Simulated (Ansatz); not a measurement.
`[CH3][In][OH]` radical at its PBE0-D4/def2-TZVP geometry, where that method's forces vanish. Charge 0, multiplicity 2. In: def2 effective core potential.

```xyz
7

C     0.0030    0.4831   -1.1714
In   -0.9596   -0.2114    0.6846
O     0.4135   -0.8561    2.0077
H    -0.2840    1.5160   -1.3632
H    -0.3147   -0.1533   -1.9966
H     1.0770    0.3984   -1.0034
H     0.0648   -1.1767    2.8423
```

**Question.** What forces (eV/Å) does PBE-D4/def2-TZVPP give on these atoms in the Gaussian-basis code of Ansatz? (An estimate is asked.)

**Answer.** Computed: 
```
C1   0.061  0.032 -0.087
In2 -0.457  0.068 -0.086
O3   0.525  0.021 -0.141
H4  -0.068  0.196 -0.019
H5  -0.074 -0.131 -0.144
H6   0.207 -0.021  0.043
H7  -0.195 -0.165  0.433
```
